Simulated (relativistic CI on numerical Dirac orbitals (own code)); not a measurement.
Calculated at this level of theory: Dirac-Coulomb-Breit CI, KLI orbitals optimised for each configuration, model QED (radiative potential, 1s self-energy scaled to tabulated hydrogen-like ionisation energies), unscaled Slater integrals (own radial code, finite nucleus).

CI space (outside the closed core [Ne]): 3s2.3p6, 3s2.3p5.3d, 3s.3p6.3d, 3s2.3p5.4s, 3s2.3p5.4p, 3s2.3p5.4d, 3s.3p6.4s, 3p6.3d.4p, 3s2.3p5.4f, 3s.3p6.4p, 3s.3p6.4d, 3s.3p6.4f, 3s2.3p5.5s, 3s2.3p5.5p, 3s2.3p5.5d, 3s2.3p5.5f, 3s2.3p5.5g, 3s.3p6.5s, 3s.3p6.5p, 3s.3p6.5d, 3s2.3p5.6s, 3s2.3p5.6p, 3p6.3d2, 3p5.3d3, 3p5.3d2.4s, 3p5.3d2.4p, 3p5.3d2.4d, 3p6.3d.4s, 3p5.3d.4s2, 3p5.3d.4s.4p, 3p5.3d.4s.4d. Double excitations out of closed p, d and f shells are left out; levels of such configurations are missing from the list, as are those of other unlisted configurations, and high levels can miss mixing partners. These lack a partner that the ground configuration has and come out too high: 3s2.3p5.4f, 3s2.3p5.5s, 3s2.3p5.5p, 3s2.3p5.5d, 3s2.3p5.5f.

At this charge energies of transitions that change n are usually good to better than 1 %, and those within a shell (Δn = 0) to a few per cent.

Outline of the computed level scheme of Ru XXVII. Lowest level of each configuration: 3s2.3p6 1S_0 at 0.000 eV; 3s2.3p5.3d 3P°_0 at 118.106 eV; 3s.3p6.3d 3D_1 at 254.584 eV; 3p6.3d2 3F_2 at 517.591 eV; 3p5.3d3 5F°_2 at 631.001 eV.

Some strong electric-dipole decays among the lowest 45 levels: 3s2.3p5.3d 1P°_1 → 3s2.3p6 1S_0 (8.0e+11 s⁻¹); 3s.3p6.3d 3D_3 → 3s2.3p5.3d 3F°_4 (1.3e+11 s⁻¹); 3s.3p6.3d 3D_2 → 3s2.3p5.3d 3F°_3 (1.3e+11 s⁻¹); 3s.3p6.3d 3D_1 → 3s2.3p5.3d 3P°_1 (6.1e+10 s⁻¹); 3s.3p6.3d 3D_1 → 3s2.3p5.3d 3P°_2 (5.7e+10 s⁻¹); 3s2.3p5.3d 3D°_1 → 3s2.3p6 1S_0 (4.3e+10 s⁻¹); 3s.3p6.3d 3D_2 → 3s2.3p5.3d 3P°_2 (4.3e+10 s⁻¹); 3s.3p6.3d 3D_1 → 3s2.3p5.3d 3P°_0 (3.7e+10 s⁻¹).

LS names give the leading component of a level, which can be under half, so a name can repeat, a term be missing and a line seem to break the LS rules.
